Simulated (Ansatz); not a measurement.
**Molecular dynamics of BClFH3O**

Input:

```yaml
crystal:
  periodic: [false, false, false]
  atoms:
    - { symbol: B, position_ang: [0.063351, -0.304203, -0.00042] }
    - { symbol: H, position_ang: [0.14275, 0.234715, 1.259267] }
    - { symbol: Cl, position_ang: [1.328635, 0.477281, -1.005676] }
    - { symbol: F, position_ang: [-1.227455, -0.258738, -0.414229] }
    - { symbol: O, position_ang: [0.471858, -1.737215, 0.479234] }
    - { symbol: H, position_ang: [-0.352876, -2.27441, 0.474223] }
    - { symbol: H, position_ang: [0.318838, -0.798432, 1.338403] }
basis:
  gaussian: { orbitals: "6-31G*" }
hamiltonian:
  xc: pbe
  dispersion: d4
md:
  timestep: 0.5
  n_steps: 200
  ensemble: nve
  temperature: 300.0
  initial_velocities: maxwell_boltzmann
  seed: 7964
```

Launched with:

```bash
$ ansatz run input.yaml --threads 1 --pin off --max-ram 2048MiB --backend cpu --events-out ev --progress --plain --runs-dir out
```

It starts at the highest image of a converged band. Of that band: Neighbouring images differ by up to 1.3 eV, so the band resolves the path poorly. A vibrational analysis at the climbing image gives one clearly imaginary mode, 1275i cm⁻¹: a first-order saddle point.

Output, in part (step lines, the closing report, with atoms numbered from 0):

```
md step     0: t =     0.00 fs  T =   300.0 K  F+E_penalty+E_count = -18001.54071999 eV  E_kin = 0.193890 eV  conserved = -18001.34682999 eV  (25 SCF iters)
[... lines left out ...]
Total energy: -18002.77635598 eV, -661.5898283622 hartree
Atom 0 at    -0.029398    -0.832079    -0.498193 Å, force     7.148952     0.744135    -0.810155 eV/Å
Atom 1 at    -0.240078     6.756409     6.818563 Å, force     0.076671    -0.678526    -0.309499 eV/Å
Atom 2 at     1.324839     0.399418    -0.934902 Å, force    -0.909409    -0.712455    -0.123583 eV/Å
Atom 3 at    -1.138861    -0.348947    -0.302797 Å, force    -5.832089     1.709153     0.708472 eV/Å
Atom 4 at     0.493309    -2.012163    -0.173734 Å, force    -0.662298    -1.491293     0.321045 eV/Å
Atom 5 at    -0.218694    -2.548573     0.246306 Å, force     0.254819    -0.249534    -0.095739 eV/Å
Atom 6 at    -0.314615     7.417632     7.119905 Å, force    -0.076646     0.678521     0.309459 eV/Å
Dipole moment:    -0.532544    -0.488517     0.212024 e Å
```

The steps, from the saved trajectory:

```
time (fs)  T (K)  potential energy less start (eV)  conserved less start (meV/atom)
      0.0    300                             0.000                             0.00
      3.0    301                            -0.001                             0.04
      6.0    472                            -0.111                             0.03
      9.0    930                            -0.407                             0.08
     12.0   1752                            -0.939                            -0.07
     15.0   2377                            -1.344                            -0.21
     18.0   2513                            -1.431                            -0.10
     21.0   2594                            -1.482                             0.05
     24.0   2861                            -1.656                            -0.08
     27.0   2831                            -1.637                            -0.16
     30.0   2418                            -1.369                            -0.09
     33.0   2049                            -1.130                             0.05
     36.0   2110                            -1.169                             0.06
     39.0   2431                            -1.378                            -0.12
     42.0   2482                            -1.412                            -0.16
     45.0   2328                            -1.311                            -0.02
     48.0   2448                            -1.388                             0.04
     51.0   2779                            -1.602                            -0.05
     54.0   2851                            -1.650                            -0.20
     57.0   2447                            -1.389                            -0.12
     60.0   2104                            -1.166                             0.04
     63.0   2206                            -1.232                             0.06
     66.0   2459                            -1.396                            -0.06
     69.0   2528                            -1.441                            -0.17
     72.0   2365                            -1.335                            -0.15
     75.0   2182                            -1.216                             0.07
     78.0   2499                            -1.421                             0.01
     81.0   2815                            -1.626                            -0.17
     84.0   2549                            -1.455                            -0.16
     87.0   2128                            -1.181                            -0.02
     90.0   2163                            -1.204                             0.07
     93.0   2582                            -1.475                            -0.04
     96.0   2822                            -1.631                            -0.20
     99.0   2451                            -1.392                            -0.20
```

The run went to its last step. The conserved energy stayed within 0.25 meV per atom of its start (net change -0.075 meV per atom), so the integration is sound. The kinetic energy rose, since the run started high on the potential surface and went downhill. It ends in pieces (BClFHO + H2), so much of that is their flight and rotation, not heat. A run of 0.1 ps of so small a system gives no equilibrium averages. The orbitals stay closed-shell, which can raise the energy where a bond breaks towards radicals; this wasn't checked here.

Between its relaxed ends the band would form H2–H7 and break B1–H2, O5–H7. These pairs go: H2–H7 1.05 → 0.73 Å, B1–H2 1.37 → 10.54 Å, O5–H7 1.28 → 11.95 Å. In the last frame they stand as after the step (other bonds may differ from the relaxed reactants and products). It ends as BClFHO + H2. Pairs count as bonded within 1.25 times the sum of covalent radii (0.12 Å more for H–H).

Last frame:

```xyz
7
Properties=species:S:1:pos:R:3
B -0.029 -0.832 -0.498
H -0.240 6.756 6.819
Cl 1.325 0.399 -0.935
F -1.139 -0.349 -0.303
O 0.493 -2.012 -0.174
H -0.219 -2.549 0.246
H -0.315 7.418 7.120
```

Run time: 4.4 min on 1 thread of Arm Neoverse V2, with other jobs on the host, peak memory 0.11 GiB.
